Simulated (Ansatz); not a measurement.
Geometry optimisation, RKS PBE-D4/def2-SVP in Ansatz.

The input (input.yaml):

```yaml
crystal:
  periodic: [false, false, false]
  atoms:
    - { symbol: Ge, position_ang: [0.0, 0.0, 0.0] }
    - { symbol: O, position_ang: [0.0, 0.0, 2.12] }
    - { symbol: H, position_ang: [-0.9095, -0.2814, 2.4571] }
    - { symbol: Cl, position_ang: [2.0935, 0.0, -0.7393] }
    - { symbol: Cl, position_ang: [-1.0456, 1.8115, -0.7393] }
    - { symbol: Cl, position_ang: [-1.0456, -1.8115, -0.7393] }
    - { symbol: S, position_ang: [1.3309, -2.021, 0.8041] }
    - { symbol: H, position_ang: [0.5459, -3.1743, 0.6869] }
    - { symbol: H, position_ang: [0.6921, -1.0511, 1.9464] }
basis:
  gaussian: { orbitals: def2-SVP }
hamiltonian:
  xc: pbe
  dispersion: d4
relax:
  f_tol: 0.15
  max_steps: 25
  restrain:
    - { distance: [0, 6], at: 3.45, k: 30.0 }
    - { distance: [8, 1], at: 2.21, k: 30.0 }
    - { distance: [0, 1], at: 1.77, k: 30.0 }
    - { distance: [8, 6], at: 1.4, k: 30.0 }
```

Launched with:

```bash
$ ansatz run input.yaml --threads 4 --pin off --max-ram 5120MiB --backend cpu --events-out ev --progress --plain --runs-dir out
```

**Question.** Where does it end, and by what steps?

**Answer.** It converged. The restraints hold the end off the free minimum; the threshold counts their pulls, which the force column leaves out. Restrained pairs: Ge1–S7 (2.55 → 3.45 Å), O2–H9 (1.27 → 2.21 Å), Ge1–O2 (2.12 → 1.78 Å), S7–H9 (1.63 → 1.38 Å). After 18 steps the energy has fallen by 2.669 eV (the restraints' own energy left out); H3 moved furthest, 0.92 Å.

```
step  energy less start (eV)  largest force component (eV/Å)  accepted
   0                  0.0000                           2.588       yes
   1                 -0.5775                           2.645       yes
   2                 -1.0804                           3.525       yes
   3                 -1.7753                           2.624       yes
   4                 -2.4318                           0.807       yes
   5                 -2.5310                           0.479       yes
   6                 -2.5553                           1.364       yes
   7                 -2.6160                           0.446       yes
   8                 -2.6264                           0.423       yes
   9                 -2.6340                           0.559       yes
  10                 -2.6377                           0.644       yes
  11                 -2.6397                           0.787       yes
  12                 -2.6472                           0.672       yes
  13                 -2.6472                           0.701       yes
  14                 -2.6315                           1.198        no
  15                 -2.6622                           0.392       yes
  16                 -2.6581                           0.669        no
  17                 -2.6663                           0.393       yes
  18                 -2.6694                           0.388       yes
```

```xyz
9
Properties=species:S:1:pos:R:3
Ge -0.117 0.078 -0.039
O -0.177 -0.094 1.729
H -0.839 0.547 2.069
Cl 1.855 0.495 -0.763
Cl -1.340 1.823 -0.457
Cl -1.045 -1.566 -1.077
S 1.675 -2.623 1.151
H 0.531 -3.351 1.041
H 1.118 -1.836 2.143
```

The run took 34 s on 4 threads of Arm Neoverse V1 (shared host), peak memory 0.23 GiB.
